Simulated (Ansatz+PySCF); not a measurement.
# sextet FeCl: levels of theory in one basis

```yaml
atoms:
  - { symbol: Fe, position_ang: [0.0000, 0.0000, 0.0000] }
  - { symbol: Cl, position_ang: [0.0000, 0.0000, 2.1760] }
```

Basis set: def2-SVP (spherical functions). Left uncorrelated: 10 orbitals. Correlation on ROHF uses semicanonical orbitals with singles. Charge 0, multiplicity 6.

Computed with Ansatz (development build ahead of 0.2.0); each method stands on the lowest determinant of its kind that the runs found.

| method | E − E(ROHF) (eV) | <S²> of the determinant |
| --- | --- | --- |
| ROHF | 0.00 | 8.75 |
| UHF | -0.10 | 8.75 |
| ROHF-MP2 | -9.98 | – |
| UHF-MP2 | -9.98 | 8.75 |

Task: Is a single determinant a sound starting point here?

Result: By this sign, yes. Unrestricted orbitals gain 0.10 eV and <S²> is 8.75 against 8.75 for a pure state.

Caution: other spin multiplicities were not run.
